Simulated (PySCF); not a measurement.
H₉Si₄, SMILES [SiH2][SiH2][SiH2][SiH3], multiplicity 2. Atoms are numbered in the order given.

```xyz
13

Si     0.1586     2.9843     0.0000
Si    -0.8332     0.8894     0.0000
Si     0.8156    -0.7664     0.0000
Si    -0.1885    -2.8743     0.0000
H      0.9877     3.2249     1.2204
H      0.9877     3.2249    -1.2204
H     -1.6898     0.7365     1.2142
H     -1.6898     0.7365    -1.2142
H      1.6722    -0.5995    -1.2131
H      1.6722    -0.5995     1.2131
H      0.8235    -3.9715     0.0000
H     -1.0490    -3.0077     1.2128
H     -1.0490    -3.0077    -1.2128
```
Charge 0, spin multiplicity 2.

Geometry optimised at ωB97X-D3(BJ)/def2-SVP. The isomer is the one that the SMILES or the coordinates give; other isomers of the formula were not compared. The values are those of a single conformer.

Level of theory: PBE/def2-TZVP run with PySCF.

The molecule is in vacuum.

Q: Estimate the frontier levels, dipole moment and polarisability. (The exact figures need the calculation; the answer reports its results.)

A: 
- α spin, highest occupied and lowest empty level: -5.09 and -1.08 eV
- β spin, highest occupied and lowest empty level: -6.91 and -3.65 eV
- dipole moment: 0.19 D
- quadrupole, principal values (traceless, Buckingham form, about the centre of nuclear charge): -1.38, -0.10, 1.48 D·Å
- mean static polarisability: 135.2 bohr³ (20.03 Å³)
- polarisability, principal values: 100.9, 109.8, 194.9 bohr³
- ⟨S²⟩: 0.754 (pure state 0.75)
